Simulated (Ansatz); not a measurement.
The cluster Sn₂Br₄, relaxed as a singlet with RKS PBE0-D4/def2-SVP in Ansatz, starting from the GFN2-xTB geometry. Force threshold 0.02 eV/Å.

In the def2 sets Sn takes a core potential; there is no spin–orbit coupling. The structure comes from a short search, and lower isomers may exist.

Start:

```xyz
6

Sn    1.804   -1.801   -0.327
Sn   -1.269    1.521   -0.492
Br    2.228   -1.131    2.087
Br   -1.324   -1.097   -0.403
Br    2.138    0.566   -1.325
Br   -3.578    1.943    0.459
```

(1) Estimate the energy that the relaxation releases and the steps that it takes.

(2) Does the start keep its bonding?

(3) Predict the relaxed structure.

Answers

(1) 0.69 eV, in 17 steps; 1.9 min on 4 threads of Arm Neoverse V1 on a shared host. No frequencies were taken in this run, so the end may be a saddle point.

(2) Bonds formed: Sn2–Br3 (atoms count from 1). The end is the same structure that another start reached, the lowest one found.

(3) 
```csv
atom,x (Å),y (Å),z (Å)
Sn1,1.472,-1.708,-0.228
Sn2,-0.741,1.366,-0.104
Br3,0.827,0.024,1.821
Br4,-1.100,-1.244,-1.113
Br5,2.410,0.211,-1.673
Br6,-2.868,1.351,1.298
```
Bond lengths (bridged metal pairs left out): 6 × Br–Sn 2.55 to 2.82 Å.
